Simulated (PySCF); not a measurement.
# Kr²⁺: excitation energy

Kr²⁺ [Ar] 3d10 4s2 4p4 (3P) → Kr²⁺ [Ar] 3d10 4s1 4p4 4d1 (high-spin determinant), as a difference of total energies. Computed with PySCF 2.14 in aug-cc-pVTZ-PP with one added diffuse shell each of s, d, f type with ECP10MDF (7s5p5d3f, 68 functions), with scalar relativity through the core potential. Correlated levels: valence: 3s2 3p6 3d10 frozen. The calculations carry no spin-orbit coupling.

```tsv
method	excitation energy (eV)
UHF	30.582
LDA	31.754
PBE	31.139
PBE0	31.244
r2SCAN	31.246
r2SCANh	31.269
HSE06	31.326
revPBE	30.914
CAM-B3LYP	31.853
MP2 (valence)	30.931
SCS-MP2 (valence)	31.059
```

Problem. How much does correlation contribute at MP2 (valence)?

Solution. 30.931 − (30.582) = 0.349 eV, measured against UHF.

The promoted electron is Rydberg-like, and one or two diffuse shells describe it only roughly, which tends to raise the upper state.

The determinant of the upper state mixes LS terms, which raises its energy above the lowest term, most at the Hartree-Fock and MP2 levels.
